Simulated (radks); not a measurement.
The numbers below are computed, except where a source is named.
Species: S I. Configuration: [Ne] 3s1.5 3p4.5 (fractional occupations, a model configuration). Level of theory: non-relativistic Kohn-Sham, PBEsol, spin-polarised, spherical densities, point nucleus; open shells are filled with parallel spins first (a radial shooting solver on a logarithmic mesh with Libxc functionals).

Radial electron density D(r) = 4 pi r^2 rho(r):

r (bohr),D(r) (e/bohr),spin D(r)
0.01078,2.753,0.00482
0.01381,4.103,0.00718
0.0177,5.952,0.0104
0.02269,8.341,0.0145
0.02884,11.09,0.0193
0.03696,14.09,0.0245
0.04736,16.70,0.0294
0.06069,18.18,0.0336
0.07777,17.89,0.0386
0.09966,15.90,0.0499
0.1267,13.42,0.0763
0.1623,12.10,0.129
0.208,13.27,0.203
0.2666,16.06,0.258
0.3416,17.61,0.235
0.4378,15.53,0.113
0.5565,10.57,-0.000494
0.7132,5.490,0.0821
0.9139,3.086,0.469
1.171,3.116,0.987
1.501,3.501,1.23
1.908,2.987,1.04
2.445,1.814,0.589
3.133,0.7813,0.222
4.015,0.2350,0.0515
5.145,0.04815,0.00606
6.593,0.006155,-0.0000161

D(r) has 3 maxima, at r = 0.0663, 0.339, 1.50 bohr, and minima at 0.165, 1.01 bohr, inside which lie 2.19, 10.36 electrons.
